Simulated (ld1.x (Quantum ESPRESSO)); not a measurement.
**Transferability test, PAW potential for Cr (Z = 24)**

| Item | Value |
| --- | --- |
| Element | Cr |
| Generator | ld1.x (Quantum ESPRESSO) 7.5 |
| Type | PAW |
| Functional | PBE |
| Relativity | scalar-relativistic |
| Frozen core | [Ne] |
| Valence charge | 14 |
| Reference configuration | 3s2 3p6 3d3 4s0 4p0 (charge +3) |
| Partial waves | 3s (bound): rcut 1.15, rcutus 1.25 bohr; 4s (bound, empty): rcut 1.15, rcutus 1.25 bohr; 3p (bound): rcut 1.35, rcutus 1.75 bohr; 4p (bound, empty): rcut 1.35, rcutus 1.75 bohr; 3d (bound): rcut 1.25, rcutus 1.30 bohr; 3d channel at -2.5 Ry: rcut 1.25, rcutus 1.30 bohr; 4f channel at 0.05 Ry: rc 1.60 bohr |
| Local potential | the f channel |
| Core correction | a·sin(br)/r model core, default radius (ld1.x builds one for every PAW set, though the input has nlcc=.false.) |
| Augmentation charge | BG, radius 0.90 bohr |

Energies are relative to the spin-unpolarised reference configuration 3s2 3p6 3d3 4s0 4p0; without spin polarisation the order of configurations can differ from experiment.

Its overlap operator is not positive definite in a basis up to 400 Ry (lowest eigenvalue p -0.30), so the file is unfit for use: the generalised eigenproblem breaks down once the basis is large enough, and its test numbers describe a broken file.

| valence configuration | charge | ΔE all-electron (eV) | error AE − PS (meV) |
| --- | --- | --- | --- |
| 3s2 3p6 3d5 4s1 4p0 | 0 | -53.702 | +387 |
| 3s2 3p6 3d5 4s0 4p0 | +1 | -46.801 | +492 |
| 3s2 3p6 3d4 4s0 4p0 | +2 | -30.749 | +253 |
| 3s2 3p6 3d4 4s2 4p0 | 0 | -53.802 | +151 |
| 3s1 3p6 3d5 4s1 4p0 | +1 | 26.548 | +489 |
| 3s2 3p6 3d5 4s0.5 4p0 | +0.5 | -50.995 | +437 |
| 3s2 3p6 3d4 4s1 4p1 | 0 | -50.196 | +107 |

Levels in the configuration 3s2 3p6 3d5 4s0 4p0:

| level | all-electron (eV) | pseudo (eV) |
| --- | --- | --- |
| 3s | -80.984 | -80.774 |
| 3p | -52.475 | -53.094 |
| 3d | -9.875 | -10.005 |

The ghost test of this file was not conclusive.
